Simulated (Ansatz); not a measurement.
A structure relaxed at PBE-D4/def2-SVP in Ansatz, charge 0, doublet:

```csv
atom,x (Å),y (Å),z (Å)
In1,-3.2969,-0.0343,-0.6224
In2,-0.4291,0.5401,-3.5589
In3,-1.3329,-0.7760,3.1293
In4,-2.4960,2.3608,1.6058
In5,1.1787,-2.1916,-1.6993
In6,1.4350,3.3976,-0.7450
In7,3.7610,0.6599,0.8800
Sb8,1.0075,-3.0576,1.1275
Sb9,2.4345,0.4938,-1.8883
Sb10,-1.7925,-2.7078,0.4319
Sb11,-1.7920,-2.1115,-2.3743
Sb12,-1.4972,2.5118,-1.3793
Sb13,0.0126,0.3691,-0.1401
Sb14,0.8131,1.5686,2.3591
Sb15,1.9943,-1.0231,2.8739
```

Question: Give its formula.

Answer: the cluster In7Sb8.

Question: Summarise the bond lengths by kind (pairs closer than 1.2 times the sum of covalent radii, bridged metal pairs left out).

Answer: 19 × In–Sb 2.96 to 3.37 Å; 7 × Sb–Sb 2.86 to 2.99 Å.

In the def2 sets In, Sb take a core potential; there is no spin–orbit coupling. The structure comes from a short search, and lower isomers may exist.
